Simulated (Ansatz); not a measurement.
Relaxation of ClFH3NZn (7 atoms, charge 0, multiplicity 1), to a largest force component of 0.03 eV/Å in at most 50 steps.

These are results of Ansatz 0.2.0, RKS PBE-D4/def2-SVP, not measurements.

```xyz
7
Properties=species:S:1:pos:R:3
Zn -1.099 -0.792 -1.331
N 0.817 0.399 0.956
Cl -1.013 -2.811 -1.902
H 0.181 1.090 0.542
F -1.327 0.949 -1.028
H 1.772 0.742 0.793
H 0.670 0.423 1.972
```

Task: Where does it end, and by what steps?

Result: The run converged. After 9 steps the energy has fallen by 0.704 eV; Zn1 moved furthest, 0.68 Å. Joined: Zn1–N2 (3.21 → 2.14 Å).

```json
{"step": "0", "energy less start (eV)": "0.0000", "largest force component (eV/Å)": "0.482", "accepted": "yes"}
{"step": "1", "energy less start (eV)": "-0.1834", "largest force component (eV/Å)": "0.460", "accepted": "yes"}
{"step": "2", "energy less start (eV)": "-0.4053", "largest force component (eV/Å)": "0.509", "accepted": "yes"}
{"step": "3", "energy less start (eV)": "-0.6351", "largest force component (eV/Å)": "0.391", "accepted": "yes"}
{"step": "4", "energy less start (eV)": "-0.6582", "largest force component (eV/Å)": "0.655", "accepted": "yes"}
{"step": "5", "energy less start (eV)": "-0.6384", "largest force component (eV/Å)": "0.652", "accepted": "no"}
{"step": "6", "energy less start (eV)": "-0.7000", "largest force component (eV/Å)": "0.130", "accepted": "yes"}
{"step": "7", "energy less start (eV)": "-0.7020", "largest force component (eV/Å)": "0.032", "accepted": "yes"}
{"step": "8", "energy less start (eV)": "-0.7038", "largest force component (eV/Å)": "0.063", "accepted": "yes"}
{"step": "9", "energy less start (eV)": "-0.7044", "largest force component (eV/Å)": "0.027", "accepted": "yes"}
```

```xyz
7
Properties=species:S:1:pos:R:3
Zn -0.711 -0.500 -0.858
N 0.567 0.302 0.656
Cl -0.624 -2.558 -1.423
H 0.161 1.248 0.553
F -1.414 1.159 -1.035
H 1.578 0.355 0.478
H 0.443 -0.007 1.629
```

Whether the end is a true minimum wasn't checked by a vibrational analysis.

Run time: 13 s on 2 threads of Intel(R) Xeon(R) Platinum 8488C (Sapphire Rapids) (shared host), peak memory 0.17 GiB.
